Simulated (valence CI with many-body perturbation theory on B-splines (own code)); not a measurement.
# From CI to CI+MBPT in Rb V

Level of theory: relativistic CI+MBPT: five valence electrons over a frozen Dirac-Fock core [Ar] 3d10, a basis of 9 s, 9 p, 8 d, 6 f, 3 g, 1 h functions for each j, with the one-electron correlation potential Σ1, the two-electron term Σ2, the three-electron term Σ3, Breit, model QED; selected CI, second order for the rest, scaled by the run's own slope (own B-spline code, finite nucleus).

Against 16 measured levels this calculation errs by 134 cm⁻¹ on average and by 237 at most. These come from a selection out of Sansonetti, J. Phys. Chem. Ref. Data 35, 301 (2006). Levels without a partner in it may be off by more. Among the levels kept, up to 1200 cm⁻¹ of a level comes from second order outside the variational space, and about a tenth of that is noise between levels of different J, which matters for small intervals. 2 measured levels below the end of the list, from 268680 cm⁻¹ on, found no clear computed partner, and computed levels of the same name lie up to 4386 cm⁻¹ from them.

Each rung adds one term. CI alone is the Dirac-Coulomb CI over the frozen core; QED comes last and gives the full result, which names the levels. Energies are above 4s²4p³ ⁴S°_3/2 on the same rung, in cm⁻¹.

Names give the largest LS component (configuration and term), which can be under half, so a name can repeat, a term be missing and a line seem to break the LS rules; names also repeat where a configuration has a term twice. Letters in brackets count levels of one name in rising energy.

```
              Level  CI alone
     4s²4p³ ²D°_3/2     19125
     4s²4p³ ²D°_5/2     21451
     4s²4p³ ²P°_1/2     35352
     4s²4p³ ²P°_3/2     38672
       4s4p⁴ ⁴P_5/2    133165
       4s4p⁴ ⁴P_3/2    137913
       4s4p⁴ ⁴P_1/2    140028
       4s4p⁴ ²D_3/2    165063
       4s4p⁴ ²D_5/2    166225
4s²4p²4d ²P_3/2 [a]    188549
       4s4p⁴ ²P_1/2    191045
       4s4p⁴ ²S_1/2    198986
    4s²4p²4d ⁴F_3/2    201642
    4s²4p²4d ⁴F_5/2    203501
    4s²4p²4d ⁴F_7/2    206318
4s²4p²4d ²F_5/2 [a]    209343
```

(1) What do these energies become with core correlation, Breit and QED?

(2) How does the ionisation energy move along the ladder, and which term matters most?

Results:

(1) 4s²4p³ ²D°_3/2 18756 (-369); 4s²4p³ ²D°_5/2 21182 (-269); 4s²4p³ ²P°_1/2 34950 (-403); 4s²4p³ ²P°_3/2 38452 (-220); 4s4p⁴ ⁴P_5/2 135701 (+2536); 4s4p⁴ ⁴P_3/2 140624 (+2711); 4s4p⁴ ⁴P_1/2 142774 (+2745); 4s4p⁴ ²D_3/2 166916 (+1853); 4s4p⁴ ²D_5/2 168122 (+1897); 4s²4p²4d ²P_3/2 [a] 189848 (+1299); 4s4p⁴ ²P_1/2 192040 (+995); 4s4p⁴ ²S_1/2 200256 (+1270); 4s²4p²4d ⁴F_3/2 204089 (+2447); 4s²4p²4d ⁴F_5/2 205988 (+2486); 4s²4p²4d ⁴F_7/2 208874 (+2556); 4s²4p²4d ²F_5/2 [a] 211808 (+2464).

(2) CI alone 68.098, + Σ1 68.732, + Σ2 68.564, + Σ3 68.517, + Breit 68.510, + QED 68.512 eV. The largest step is Σ1, 0.633 eV. NIST lists 68.44 ± 0.15 eV (theoretical).
